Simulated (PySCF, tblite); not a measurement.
1-chloro-4-methoxybutane, C5H11ClO.
Bonds: C1–O2, O2–C3, C3–C4, C4–C5, C5–C6, C6–Cl7. Hydrogens: H8, H9, H10 on C1; H11, H12 on C3; H13, H14 on C4; H15, H16 on C5; H17, H18 on C6.

Computed with GFN2-xTB (tblite), gas phase: Langevin dynamics at 400 K from the optimised GFN2-xTB geometry, time step 0.5 fs, friction 0.01 fs⁻¹, 2000 steps. Over the second half of the run the saved frames average 358 K.

Frame at 250 fs, instantaneous temperature 319 K:
```
atom  x, y, z in Å
C1      2.435   -1.523    0.657
O2      1.150   -1.134    0.096
C3      1.016    0.270   -0.169
C4     -0.470    0.434   -0.729
C5     -1.366   -0.044    0.370
C6     -2.745   -0.283   -0.141
Cl7    -3.579    1.171   -0.685
H8      2.760   -0.762    1.288
H9      3.139   -1.616   -0.167
H10     2.384   -2.468    1.114
H11     1.124    0.852    0.729
H12     1.745    0.552   -0.948
H13    -0.565    1.467   -1.141
H14    -0.537   -0.238   -1.550
H15    -1.002   -0.987    0.855
H16    -1.435    0.738    1.143
H17    -3.413   -0.796    0.634
H18    -2.837   -0.944   -0.963
```

Frame at 425 fs, instantaneous temperature 306 K:
```
atom  x, y, z in Å
C1      2.569   -1.816    0.818
O2      1.455   -1.525    0.080
C3      1.363   -0.108    0.043
C4      0.078    0.393   -0.553
C5     -1.044   -0.034    0.372
C6     -2.361   -0.343   -0.338
Cl7    -3.358    1.070   -0.477
H8      2.242   -2.091    1.846
H9      3.387   -1.061    0.776
H10     3.046   -2.717    0.428
H11     1.524    0.239    1.060
H12     2.216    0.204   -0.598
H13     0.223    1.468   -0.566
H14     0.069   -0.166   -1.480
H15    -0.759   -0.970    0.812
H16    -1.276    0.626    1.187
H17    -3.002   -1.101    0.139
H18    -2.152   -0.638   -1.338
```

Frame at 625 fs, instantaneous temperature 303 K:
```
atom  x, y, z in Å
C1      2.301   -1.511    1.406
O2      1.611   -1.447    0.159
C3      1.140   -0.174   -0.336
C4     -0.351   -0.256   -0.749
C5     -1.379   -0.520    0.354
C6     -2.769   -0.397   -0.220
Cl7    -3.049    1.359   -0.636
H8      1.812   -1.012    2.284
H9      3.279   -0.922    1.262
H10     2.534   -2.564    1.573
H11     1.155    0.459    0.595
H12     1.829    0.136   -1.136
H13    -0.605    0.696   -1.315
H14    -0.496   -1.103   -1.408
H15    -1.353   -1.533    0.838
H16    -1.258    0.111    1.169
H17    -3.609   -0.701    0.432
H18    -2.823   -0.782   -1.198
```

Frame at 800 fs, instantaneous temperature 336 K:
```
atom  x, y, z in Å
C1      2.536   -1.557    0.904
O2      1.554   -1.468   -0.027
C3      1.171   -0.072   -0.363
C4     -0.263   -0.067   -0.860
C5     -1.145   -0.750    0.140
C6     -2.640   -0.580   -0.157
Cl7    -2.947    1.081   -0.322
H8      2.328   -0.845    1.732
H9      3.490   -1.255    0.518
H10     2.539   -2.533    1.340
H11     1.334    0.536    0.610
H12     1.857    0.261   -1.179
H13    -0.624    0.933   -0.989
H14    -0.208   -0.600   -1.873
H15    -0.843   -1.777    0.149
H16    -1.028   -0.255    1.108
H17    -3.147   -0.934    0.736
H18    -3.031   -1.144   -0.996
```

Frame at 1000 fs, instantaneous temperature 298 K:
```
atom  x, y, z in Å
C1      3.079   -1.591    0.663
O2      1.874   -1.482    0.009
C3      1.423   -0.182    0.088
C4      0.097   -0.101   -0.727
C5     -1.025   -0.346    0.172
C6     -2.312   -0.774   -0.459
Cl7    -3.410    0.527   -0.758
H8      3.073   -1.138    1.674
H9      3.936   -1.054    0.221
H10     3.244   -2.690    0.764
H11     1.309    0.143    1.219
H12     2.126    0.580   -0.303
H13     0.039    0.871   -1.218
H14     0.174   -0.902   -1.554
H15    -0.792   -1.141    0.859
H16    -1.234    0.594    0.681
H17    -2.815   -1.542    0.103
H18    -2.211   -1.378   -1.446
```

Problem. What do single points at PBE0/pcSseg-1 (PySCF, gas phase) give on these frames?

Solution. 
| t (fs) | GFN2-xTB E above start (eV) | DFT E above lowest frame (eV) | HOMO (eV) | LUMO (eV) | dipole (D) |
| --- | --- | --- | --- | --- | --- |
| 250 | 0.59 | 0.00 | -7.39 | 1.32 | 2.94 |
| 425 | 0.72 | 0.12 | -7.41 | 1.43 | 2.64 |
| 625 | 0.74 | 0.14 | -7.20 | 0.77 | 1.83 |
| 800 | 0.64 | 0.08 | -7.26 | 1.42 | 1.17 |
| 1000 | 0.82 | 0.23 | -7.57 | 1.27 | 2.38 |

Both levels order the frames alike by energy; measured from each level's lowest frame they differ by 0.03 eV at most. The HOMO–LUMO gap runs from 7.97 to 8.84 eV. These are instantaneous structures, not minima.

Problem. And the isotropic GIAO shieldings (ppm) from the same runs?

Solution. 
```
atom  250 fs  425 fs  625 fs  800 fs  1000 fs   mean  range
  C1   127.8   127.0   117.8   127.6    125.6  125.2   10.0
  O2   304.7   330.9   306.4   297.7    311.2  310.2   33.2
  C3   108.7   102.9   103.9    89.9    102.9  101.7   18.8
  C4   151.0   155.6   150.4   154.8    145.9  151.5    9.7
  C5   154.4   157.0   155.4   152.4    150.7  154.0    6.3
  C6   137.6   140.1   132.5   147.0    140.0  139.4   14.5
 Cl7   878.0   877.8   838.5   916.3    868.0  875.7   77.8
  H8    29.8    27.3    27.9    28.5     28.6   28.4    2.5
  H9    28.3    28.2    27.0    28.5     28.2   28.0    1.5
 H10    28.8    27.9    27.5    28.1     27.2   27.9    1.6
 H11    28.9    28.9    27.8    27.7     27.5   28.2    1.4
 H12    27.8    27.8    26.9    26.5     27.8   27.4    1.3
 H13    29.0    29.6    28.6    29.4     29.2   29.2    1.0
 H14    31.0    30.2    30.2    29.0     29.0   29.9    2.0
 H15    28.3    30.1    29.1    29.4     29.7   29.3    1.8
 H16    30.0    30.8    31.7    30.6     29.9   30.6    1.8
```

What follows is the cost of the whole dynamics run. Time: 14 s; peak memory 0.18 GiB. Hardware: AMD EPYC 7B13, one thread, shared host with 128 logical CPUs at a one-minute load of 14.
